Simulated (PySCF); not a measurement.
## Calculated data, Al2FH2O, Al2H2O, Al3H2O, AlBFO and others

All values are calculated (PySCF 2.14.0). Calculation on a computer-drawn molecule: the log of a Hartree-Fock and frozen-core CCSD(T) single point meant for a local Hartree-Fock minimum, with one planted fault or none, to be diagnosed. Offsets are logged minus clean, where the clean run is the same molecule without the fault. The reference is restricted for singlets and unrestricted otherwise, and also for a bond in bohr or an excited solution. Adding or removing an electron swaps singlet and doublet. The excited solution moves the top pair (singlet) or top alpha electron (doublet) to the lowest empty orbital. Highest occupied and lowest empty are orbital energies over both spins, largest force is the largest gradient component, triples share is (T) over the correlation energy, the T1 limit is 0.02 restricted and 0.045 unrestricted, electrons count all cores, a negative frequency is imaginary (commonest isotopes), and the dipole is about the centre of nuclear charge.

Common to all runs: logged SCF converged yes; possible faults no fault, one electron removed, one electron added, multiplicity raised by two, geometry at a saddle point, SCF held on an excited solution, minimal basis STO-3G, one bond length entered in bohr, all coordinates scaled.

(1) 
```xyz
6
formula=Al2FH2O meant_charge=-1 meant_multiplicity=1 meant_basis=aug-cc-pV(D+d)Z logged_electrons=46 logged_basis_functions=128 logged_spin_squared=2.0233 logged_highest_occupied=-1.5663 logged_lowest_empty=2.7044 logged_largest_force=0.021086 logged_T1_diagnostic=0.032962 logged_D1_diagnostic=0.14656 logged_triples_share=0.036002 logged_CC_converged=yes logged_dipole_magnitude=4.0258 logged_SCF_stable_within_its_kind=yes logged_energy_HF=-659.34753 logged_energy_CCSD(T)=-659.94087 planted_fault=multiplicity_raised_by_two HF_energy_offset_from_clean_run=73.75 CCSD(T)_energy_offset_from_clean_run=82.41
O      1.9059    -2.9457     1.1038
Al     0.7302    -1.8632     1.1739
Al    -1.2722    -0.0014     1.3620
F     -1.8957     0.1428    -0.2024
H     -0.5790     1.3652     1.8546
H     -2.3607    -0.6045     2.3830
```

Units: logged_highest_occupied, logged_lowest_empty in eV; logged_largest_force in hartree/bohr; logged_dipole_magnitude in debye; logged_energy_HF, logged_energy_CCSD(T) in hartree; HF_energy_offset_from_clean_run, CCSD(T)_energy_offset_from_clean_run in kcal/mol.

Drawn bonds:
```
atom  other atom  order
   1           2      2
   2           3      1
   3           4      1
   3           5      1
   3           6      1
```

(2) 
```xyz
5
formula=Al2H2O meant_charge=0 meant_multiplicity=1 meant_basis=cc-pV(D+d)Z logged_electrons=37 logged_basis_functions=70 logged_spin_squared=0.765 logged_highest_occupied=-1.4943 logged_lowest_empty=5.3789 logged_largest_force=0.022618 logged_T1_diagnostic=0.028995 logged_D1_diagnostic=0.073867 logged_triples_share=0.036142 logged_CC_converged=yes logged_dipole_magnitude=1.2085 logged_SCF_stable_within_its_kind=yes logged_energy_HF=-559.87209 logged_energy_CCSD(T)=-560.23372 planted_fault=one_electron_added HF_energy_offset_from_clean_run=-24.2 CCSD(T)_energy_offset_from_clean_run=-29.19
O      2.8028     0.3787    -2.3481
Al     1.6022     1.1603    -1.6922
Al    -0.3845     2.4538    -0.6066
H     -0.1621     3.1604     0.7815
H     -1.7635     2.5005    -1.3629
```

Units: logged_highest_occupied, logged_lowest_empty in eV; logged_largest_force in hartree/bohr; logged_dipole_magnitude in debye; logged_energy_HF, logged_energy_CCSD(T) in hartree; HF_energy_offset_from_clean_run, CCSD(T)_energy_offset_from_clean_run in kcal/mol.

Drawn bonds:
```
atom  other atom  order
   1           2      2
   2           3      1
   3           4      1
   3           5      1
```

(3) 
```xyz
6
formula=Al3H2O meant_charge=1 meant_multiplicity=1 meant_basis=cc-pV(D+d)Z logged_electrons=48 logged_basis_functions=93 logged_spin_squared=0.8652 logged_highest_occupied=-11.248 logged_lowest_empty=-6.6554 logged_largest_force=0.009473 logged_dipole_magnitude=20.195 logged_SCF_stable_within_its_kind=yes logged_energy_HF=-801.41793 planted_fault=one_bond_length_entered_in_bohr,row_3_of_the_drawn_bonds HF_energy_offset_from_clean_run=43.51
O      0.5810     3.6779     0.1496
Al     0.2252     2.3867    -0.6649
Al     0.1624     0.0434    -1.7671
Al     4.1065    -3.0299    -0.5970
H     -0.8041    -0.7073    -2.7351
H      5.2922    -3.9864    -0.2595
```

Units: logged_highest_occupied, logged_lowest_empty in eV; logged_largest_force in hartree/bohr; logged_dipole_magnitude in debye; logged_energy_HF in hartree; HF_energy_offset_from_clean_run in kcal/mol.

Drawn bonds:
```
atom  other atom  order
   1           2      2
   2           3      1
   3           4      1
   3           5      1
   4           6      1
```

Notes: coupled-cluster numbers left out as unreliable.

(4) 
```xyz
4
formula=AlBFO meant_charge=0 meant_multiplicity=2 meant_basis=cc-pV(D+d)Z logged_electrons=35 logged_basis_functions=24 logged_spin_squared=1.1012 logged_highest_occupied=-3.6533 logged_lowest_empty=7.5227 logged_largest_force=0.060779 logged_T1_diagnostic=0.075435 logged_D1_diagnostic=0.32442 logged_triples_share=0.092783 logged_CC_converged=yes logged_dipole_magnitude=1.7812 logged_SCF_stable_within_its_kind=yes logged_energy_HF=-435.1579 logged_energy_CCSD(T)=-435.35363 planted_fault=minimal_basis_STO-3G HF_energy_offset_from_clean_run=3582 CCSD(T)_energy_offset_from_clean_run=3789
O     -0.5233     1.9169    -4.0258
Al    -0.4628     1.4768    -2.5161
B      0.0751     0.8115    -0.5382
F     -0.6391     0.6464     0.5333
```

Units: logged_highest_occupied, logged_lowest_empty in eV; logged_largest_force in hartree/bohr; logged_dipole_magnitude in debye; logged_energy_HF, logged_energy_CCSD(T) in hartree; HF_energy_offset_from_clean_run, CCSD(T)_energy_offset_from_clean_run in kcal/mol.

Drawn bonds:
```
atom  other atom  order
   1           2      2
   2           3      1
   3           4      1
```

Notes: T1 above single-reference limit.

(5) 
```xyz
7
formula=AlBH3OSi meant_charge=0 meant_multiplicity=2 meant_basis=cc-pV(D+d)Z logged_electrons=43 logged_basis_functions=89 logged_spin_squared=2.4408 logged_highest_occupied=-7.7771 logged_lowest_empty=0.14792 logged_largest_force=0.0073483 logged_T1_diagnostic=0.065161 logged_D1_diagnostic=0.28585 logged_triples_share=0.024172 logged_CC_converged=yes logged_dipole_magnitude=0.14476 logged_SCF_stable_within_its_kind=yes logged_energy_HF=-631.96255 logged_energy_CCSD(T)=-632.34175 planted_fault=one_bond_length_entered_in_bohr,row_1_of_the_drawn_bonds HF_energy_offset_from_clean_run=52.19 CCSD(T)_energy_offset_from_clean_run=105.3
O     -1.2367     3.7016     2.9546
Al    -0.8999     0.7724     2.5601
B     -0.6652    -1.2667     2.2840
Si    -0.4330    -3.2564     2.0985
H     -0.3283    -3.7538     3.4924
H      0.7983    -3.5997     1.3526
H     -1.5930    -3.8869     1.4298
```

Units: logged_highest_occupied, logged_lowest_empty in eV; logged_largest_force in hartree/bohr; logged_dipole_magnitude in debye; logged_energy_HF, logged_energy_CCSD(T) in hartree; HF_energy_offset_from_clean_run, CCSD(T)_energy_offset_from_clean_run in kcal/mol.

Drawn bonds:
```
atom  other atom  order
   1           2      2
   2           3      1
   3           4      1
   4           5      1
   4           6      1
   4           7      1
```

Notes: T1 above single-reference limit.

(6) 
```xyz
8
formula=CH4AlOSi meant_charge=0 meant_multiplicity=2 meant_basis=cc-pV(D+d)Z logged_electrons=45 logged_basis_functions=32 logged_spin_squared=0.7545 logged_highest_occupied=-5.8056 logged_lowest_empty=6.1483 logged_largest_force=0.026171 logged_T1_diagnostic=0.032316 logged_D1_diagnostic=0.10421 logged_triples_share=0.078645 logged_CC_converged=yes logged_dipole_magnitude=3.8445 logged_SCF_stable_within_its_kind=yes logged_energy_HF=-638.08092 logged_energy_CCSD(T)=-638.3304 planted_fault=minimal_basis_STO-3G HF_energy_offset_from_clean_run=4884 CCSD(T)_energy_offset_from_clean_run=5062
O      2.6703    -0.7165    -2.1124
Al     1.1708    -0.7373    -1.6339
C     -0.6787    -0.7695    -1.0498
Si    -1.2461     0.6894     0.0159
H     -0.8296    -1.7029    -0.4953
H     -1.3031    -0.8250    -1.9490
H     -1.0976     1.9613    -0.7331
H     -0.4513     0.7514     1.2670
```

Units: logged_highest_occupied, logged_lowest_empty in eV; logged_largest_force in hartree/bohr; logged_dipole_magnitude in debye; logged_energy_HF, logged_energy_CCSD(T) in hartree; HF_energy_offset_from_clean_run, CCSD(T)_energy_offset_from_clean_run in kcal/mol.

Drawn bonds:
```
atom  other atom  order
   1           2      2
   2           3      1
   3           4      1
   3           5      1
   3           6      1
   4           7      1
   4           8      1
```

(7) 
```xyz
8
formula=CH4AlOSi meant_charge=0 meant_multiplicity=2 meant_basis=cc-pV(D+d)Z logged_electrons=45 logged_basis_functions=94 logged_spin_squared=0.7542 logged_highest_occupied=-8.9588 logged_lowest_empty=1.1601 logged_largest_force=0.21313 logged_T1_diagnostic=0.021567 logged_D1_diagnostic=0.056574 logged_triples_share=0.029346 logged_CC_converged=yes logged_dipole_magnitude=5.7963 logged_SCF_stable_within_its_kind=yes logged_energy_HF=-645.77575 logged_energy_CCSD(T)=-646.29167 planted_fault=all_coordinates_scaled,by_-9.4_% HF_energy_offset_from_clean_run=55.48 CCSD(T)_energy_offset_from_clean_run=66.44
O      2.4193    -0.6492    -1.9138
Al     1.0607    -0.6680    -1.4803
C     -0.6149    -0.6971    -0.9511
Si    -1.1289     0.6246     0.0144
H     -0.7516    -1.5428    -0.4487
H     -1.1806    -0.7475    -1.7658
H     -0.9945     1.7769    -0.6642
H     -0.4088     0.6808     1.1479
```

Units: logged_highest_occupied, logged_lowest_empty in eV; logged_largest_force in hartree/bohr; logged_dipole_magnitude in debye; logged_energy_HF, logged_energy_CCSD(T) in hartree; HF_energy_offset_from_clean_run, CCSD(T)_energy_offset_from_clean_run in kcal/mol.

Drawn bonds:
```
atom  other atom  order
   1           2      2
   2           3      1
   3           4      1
   3           5      1
   3           6      1
   4           7      1
   4           8      1
```

(8) 
```xyz
8
formula=CH4AlOSi meant_charge=0 meant_multiplicity=2 meant_basis=cc-pV(D+d)Z logged_electrons=46 logged_basis_functions=94 logged_spin_squared=0 logged_highest_occupied=-2.6049 logged_lowest_empty=6.837 logged_largest_force=0.054385 logged_T1_diagnostic=0.022415 logged_D1_diagnostic=0.062258 logged_triples_share=0.035031 logged_CC_converged=yes logged_dipole_magnitude=4.208 logged_SCF_stable_within_its_kind=yes logged_energy_HF=-645.89425 logged_energy_CCSD(T)=-646.452 planted_fault=one_electron_added HF_energy_offset_from_clean_run=-20.84 CCSD(T)_energy_offset_from_clean_run=-43.07
O     -1.1451     1.9267    -1.3209
Al    -0.1335     1.5479    -0.1762
C      1.1000     1.0915     1.2151
Si     2.6455     1.9955     1.7794
H      0.8816     0.1736     1.7656
H      2.5042     2.3737     3.2033
H      3.8210     1.1103     1.6207
H      2.8348     3.2152     0.9632
```

Units: logged_highest_occupied, logged_lowest_empty in eV; logged_largest_force in hartree/bohr; logged_dipole_magnitude in debye; logged_energy_HF, logged_energy_CCSD(T) in hartree; HF_energy_offset_from_clean_run, CCSD(T)_energy_offset_from_clean_run in kcal/mol.

Drawn bonds:
```
atom  other atom  order
   1           2      2
   2           3      1
   3           4      1
   3           5      1
   4           6      1
   4           7      1
   4           8      1
```

Notes: T1 above single-reference limit.

(9) 
```xyz
6
formula=Al2H2NO meant_charge=1 meant_multiplicity=1 meant_basis=cc-pV(D+d)Z logged_electrons=42 logged_basis_functions=30 logged_spin_squared=0 logged_highest_occupied=-10.54 logged_lowest_empty=1.0743 logged_largest_force=0.031191 logged_T1_diagnostic=0.043454 logged_D1_diagnostic=0.1124 logged_triples_share=0.095599 logged_CC_converged=yes logged_dipole_magnitude=10.522 logged_SCF_stable_within_its_kind=yes logged_energy_HF=-606.5896 logged_energy_CCSD(T)=-606.83157 planted_fault=minimal_basis_STO-3G HF_energy_offset_from_clean_run=4690 CCSD(T)_energy_offset_from_clean_run=4852
O     -0.3499     2.5643     1.4615
Al     0.1031     1.1178     1.0673
N      0.6240    -0.4397     0.2965
Al     0.9237    -0.9524    -1.3247
H      0.7690    -1.1688     0.9906
H      1.1836    -1.3820    -2.7784
```

Units: logged_highest_occupied, logged_lowest_empty in eV; logged_largest_force in hartree/bohr; logged_dipole_magnitude in debye; logged_energy_HF, logged_energy_CCSD(T) in hartree; HF_energy_offset_from_clean_run, CCSD(T)_energy_offset_from_clean_run in kcal/mol.

Drawn bonds:
```
atom  other atom  order
   1           2      2
   2           3      1
   3           4      1
   3           5      1
   4           6      1
```

Notes: T1 above single-reference limit.

(10) 
```xyz
6
formula=Al2H2NO meant_charge=0 meant_multiplicity=2 meant_basis=cc-pV(D+d)Z logged_electrons=43 logged_basis_functions=84 logged_spin_squared=0.8806 logged_highest_occupied=-5.9187 logged_lowest_empty=-2.0374 logged_largest_force=0.028927 logged_dipole_magnitude=5.7874 logged_SCF_stable_within_its_kind=no logged_energy_HF=-614.21956 planted_fault=SCF_held_on_an_excited_solution HF_energy_offset_from_clean_run=68.67
O      1.0660    -4.2651     1.0024
Al    -0.0022    -3.1874     0.5776
N     -1.1965    -1.9836     0.1112
Al    -2.4373    -1.0889     1.0719
H     -1.1948    -1.7430    -0.8717
H     -3.3509    -0.0601     0.2783
```

Units: logged_highest_occupied, logged_lowest_empty in eV; logged_largest_force in hartree/bohr; logged_dipole_magnitude in debye; logged_energy_HF in hartree; HF_energy_offset_from_clean_run in kcal/mol.

Drawn bonds:
```
atom  other atom  order
   1           2      2
   2           3      1
   3           4      1
   3           5      1
   4           6      1
```

Notes: coupled-cluster numbers left out as unreliable.
